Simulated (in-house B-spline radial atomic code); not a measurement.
Successive ionisation energies of lutetium; each step leads to the configuration of the next row (after the last: bare). NIST's values go from ground level to ground level; the uncertainty of those that are theory runs from under 0.1 % in few-electron ions to several per cent in heavy many-electron ones. Computed with a B-spline radial code for spherical atoms: non-relativistic Hartree-Fock, average of the configuration, point nuclei.

This level leaves out relativity, spin-orbit splitting included, which matters for heavy ions.

```json
{"ion": "Lu61+", "configuration": "[He] 2s2 2p6", "ionisation energy (eV)": "14103.3", "tabulated value (eV)": "14228", "tabulated kind": "tabulated theory", "computed minus tabulated (eV)": "-125", "highest orbital": "2p", "largest mean radius (bohr)": "0.088613"}
{"ion": "Lu62+", "configuration": "[He] 2s2 2p5", "ionisation energy (eV)": "14416.3", "tabulated value (eV)": "14542", "tabulated kind": "tabulated theory", "computed minus tabulated (eV)": "-126", "highest orbital": "2p", "largest mean radius (bohr)": "0.088229"}
{"ion": "Lu63+", "configuration": "[He] 2s2 2p4", "ionisation energy (eV)": "14732.1", "tabulated value (eV)": "14890", "tabulated kind": "tabulated theory", "computed minus tabulated (eV)": "-158", "highest orbital": "2p", "largest mean radius (bohr)": "0.087848"}
{"ion": "Lu64+", "configuration": "[He] 2s2 2p3", "ionisation energy (eV)": "?", "tabulated value (eV)": "?", "tabulated kind": "tabulated theory", "computed minus tabulated (eV)": "?", "highest orbital": "?", "largest mean radius (bohr)": "?"}
{"ion": "Lu65+", "configuration": "[He] 2s2 2p2", "ionisation energy (eV)": "15372.1", "tabulated value (eV)": "16730", "tabulated kind": "tabulated theory", "computed minus tabulated (eV)": "-1358", "highest orbital": "2p", "largest mean radius (bohr)": "0.087096"}
{"ion": "Lu66+", "configuration": "[He] 2s2 2p1", "ionisation energy (eV)": "15696.2", "tabulated value (eV)": "17120", "tabulated kind": "tabulated theory", "computed minus tabulated (eV)": "-1424", "highest orbital": "2p", "largest mean radius (bohr)": "0.086724"}
{"ion": "Lu67+", "configuration": "[He] 2s2", "ionisation energy (eV)": "?", "tabulated value (eV)": "?", "tabulated kind": "tabulated theory", "computed minus tabulated (eV)": "?", "highest orbital": "?", "largest mean radius (bohr)": "?"}
{"ion": "Lu68+", "configuration": "[He] 2s1", "ionisation energy (eV)": "16384.7", "tabulated value (eV)": "17928.05", "tabulated kind": "tabulated theory", "computed minus tabulated (eV)": "-1543", "highest orbital": "2s", "largest mean radius (bohr)": "0.086014"}
{"ion": "Lu69+", "configuration": "1s2", "ionisation energy (eV)": "?", "tabulated value (eV)": "?", "tabulated kind": "tabulated theory", "computed minus tabulated (eV)": "?", "highest orbital": "?", "largest mean radius (bohr)": "?"}
{"ion": "Lu70+", "configuration": "1s1", "ionisation energy (eV)": "68586.3", "tabulated value (eV)": "73804.35", "tabulated kind": "tabulated theory", "computed minus tabulated (eV)": "-5218", "highest orbital": "1s", "largest mean radius (bohr)": "0.021127"}
```

Q: Fill in the row of Lu64+.

A: ionisation energy (eV): 15050.7; tabulated value (eV): 15211; computed minus tabulated (eV): -160; highest orbital: 2p; largest mean radius (bohr): 0.087471.

Q: Fill in the row of Lu67+.

A: ionisation energy (eV): 16099.8; tabulated value (eV): 17610; computed minus tabulated (eV): -1510; highest orbital: 2s; largest mean radius (bohr): 0.086355.

Q: Fill in the row of Lu69+.

A: ionisation energy (eV): 67381.8; tabulated value (eV): 72322.87; computed minus tabulated (eV): -4941; highest orbital: 1s; largest mean radius (bohr): 0.021239.

Q: Where is the largest jump?

A: From Lu68+ to Lu69+, by a factor of 4.11 (16385 to 67382 eV); the highest orbital goes from 2s to 1s.
